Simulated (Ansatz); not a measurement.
`[BH]1[SiH2][GeH2]1` and `F[B]1[SiH2][GeH2]1` differ in one atom or group.

Ansatz, PBE0-D4/def2-TZVP geometries, multiplicity 1. 

Scalar relativity is left out up to krypton.

```json
{"property": "HOMO–LUMO gap (ωB97M-V/def2-TZVPP) / eV", "`[BH]1[SiH2][GeH2]1`": "8.16"}
{"property": "HOMO energy (PBE0/def2-TZVPP) / eV", "`[BH]1[SiH2][GeH2]1`": "-6.52"}
{"property": "LUMO energy (B3LYP/def2-TZVPP) / eV", "`[BH]1[SiH2][GeH2]1`": "-2.13"}
{"property": "size of the dipole moment (PBE/def2-TZVPP) / D", "`[BH]1[SiH2][GeH2]1`": "0.87"}
{"property": "size of the dipole moment (B3LYP/def2-TZVPP) / D", "`[BH]1[SiH2][GeH2]1`": "0.85"}
{"property": "HOMO energy (PBE/def2-TZVPP) / eV", "`[BH]1[SiH2][GeH2]1`": "-5.75"}
```

Problem. What does the change do to each property? (An estimate is asked.)

Solution. Computed: 
```tsv
property	`F[B]1[SiH2][GeH2]1`	shift
HOMO–LUMO gap (ωB97M-V/def2-TZVPP) / eV	8.67	0.51
HOMO energy (PBE0/def2-TZVPP) / eV	-6.79	-0.27
LUMO energy (B3LYP/def2-TZVPP) / eV	-2.14	-0.01
size of the dipole moment (PBE/def2-TZVPP) / D	0.80	-0.07
size of the dipole moment (B3LYP/def2-TZVPP) / D	0.87	0.02
HOMO energy (PBE/def2-TZVPP) / eV	-5.84	-0.09
```

Dipoles are sizes alone; their direction can turn.

B3LYP here is the variant with VWN-RPA as its local correlation; programs differ in this.
